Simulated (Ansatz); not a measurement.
Ansatz (an electronic-structure program) input for HfCl3, SMILES [Cl][Hf]([Cl])[Cl] (connectivity only; charge and spin as stated), neutral, multiplicity 2, PBE-D3(BJ)/def2-SVP. 

Ansatz 0.2 input:
```yaml
crystal:
  periodic: [false, false, false]
  atoms:
    - {symbol: Hf, position_ang: [-0.00000000, 0.00000000, 0.00000000]}
    - {symbol: Cl, position_ang: [2.33456083, 0.00000000, 0.00000000]}
    - {symbol: Cl, position_ang: [-1.16728042, -2.02178899, 0.00000000]}
    - {symbol: Cl, position_ang: [-1.16728041, 2.02178899, -0.00000000]}
basis:
  gaussian:
    orbitals: def2-SVP
hamiltonian:
  xc: pbe
  dispersion: d3bj
magnetization: {spin_polarized: true, initial_magnetization: 1}
relax: {f_tol: 0.002, max_steps: 200}
```

Program output:

```
WARN ansatz: RAYON_NUM_THREADS=1 ignored (pool sized by the plan → 1); use --threads N
Functional definition: PBE
integrals: 0.04 GiB planned
899 factors; their error is unknown
mean field: 0.27 GiB planned
mean field evaluation 1: about -38853.0324 eV, gradient 1.2e1 eV
mean field evaluation 2: about -38852.3193 eV, gradient 1.7e1 eV
mean field evaluation 4: about -38853.7365 eV, gradient 7.2e-1 eV
mean field evaluation 8: about -38853.6550 eV, gradient 1.0e-2 eV
mean field evaluation 16: about -38852.0222 eV, gradient 3.6e0 eV
mean field -38853.65496908 eV, -1427.8454841604 hartree, gradient 4.9e-5 eV, S^2 0.752604; 0 other end points of the search recorded, 0 dependent functions left out
the calculation of the forces begins
reference -38853.65503040 eV, -1427.8454864140 hartree; 32, 31 occupied and 54, 55 virtual orbitals, 899 factors
relax step   1: F+E_penalty+E_count = -38853.77289397 eV  Δ(F+E_penalty+E_count) = +0.000e0 eV  max|allowed force component| = 1.228e-1 eV/Å  Δτ_max = 0.0000 Å  (31 SCF iters, accepted)
these checks for a lower state are left out or cut short: starts, cluster_reference, orbital_swaps, neighbouring_geometries, increment
integrals: 0.04 GiB planned
899 factors; their error is unknown
mean field: 0.27 GiB planned
mean field -38853.65659965 eV, -1427.8455440827 hartree, gradient 2.0e-5 eV, S^2 0.752646; 0 other end points of the search recorded, 0 dependent functions left out
the calculation of the forces begins
reference -38853.65666096 eV, -1427.8455463360 hartree; 32, 31 occupied and 54, 55 virtual orbitals, 899 factors
relax step   2: F+E_penalty+E_count = -38853.77394585 eV  Δ(F+E_penalty+E_count) = -1.052e-3 eV  max|allowed force component| = 5.388e-2 eV/Å  Δτ_max = 0.0106 Å  (30 SCF iters, accepted)
these checks for a lower state are left out or cut short: starts, cluster_reference, orbital_swaps, neighbouring_geometries, increment
integrals: 0.04 GiB planned
899 factors; their error is unknown
mean field: 0.27 GiB planned
mean field evaluation 32: about -38853.6567 eV, gradient 3.1e-4 eV
mean field -38853.65668402 eV, -1427.8455471834 hartree, gradient 2.5e-5 eV, S^2 0.752633; 0 other end points of the search recorded, 0 dependent functions left out
the calculation of the forces begins
reference -38853.65674534 eV, -1427.8455494368 hartree; 32, 31 occupied and 54, 55 virtual orbitals, 899 factors
relax step   3: F+E_penalty+E_count = -38853.77420960 eV  Δ(F+E_penalty+E_count) = -2.638e-4 eV  max|allowed force component| = 4.661e-4 eV/Å  Δτ_max = 0.0033 Å  (30 SCF iters, accepted)
integrals: 0.04 GiB planned
899 factors; their error is unknown
mean field: 0.27 GiB planned
mean field -38853.65668402 eV, -1427.8455471834 hartree, gradient 2.7e-5 eV, S^2 0.752633; 1 other end points of the search recorded, 0 dependent functions left out
the calculation of the forces begins
reference -38853.65674534 eV, -1427.8455494368 hartree; 32, 31 occupied and 54, 55 virtual orbitals, 899 factors
Total energy: -38853.77427092 eV, -1427.8498684222 hartree
Atom 0 at     0.000279    -0.000000    -0.000000 Å, force    -0.000146    -0.000000    -0.000000 eV/Å
Atom 1 at     2.341998     0.000000     0.000000 Å, force     0.000466     0.000000     0.000000 eV/Å
Atom 2 at    -1.171138    -2.027654     0.000000 Å, force    -0.000160    -0.000094     0.000000 eV/Å
Atom 3 at    -1.171138     2.027654     0.000000 Å, force    -0.000160     0.000094     0.000000 eV/Å
Dipole moment:     0.000210    -0.000000    -0.000000 e Å
```

The calculation finished and met its thresholds.

Cost: about 14 core-seconds (a rough figure).
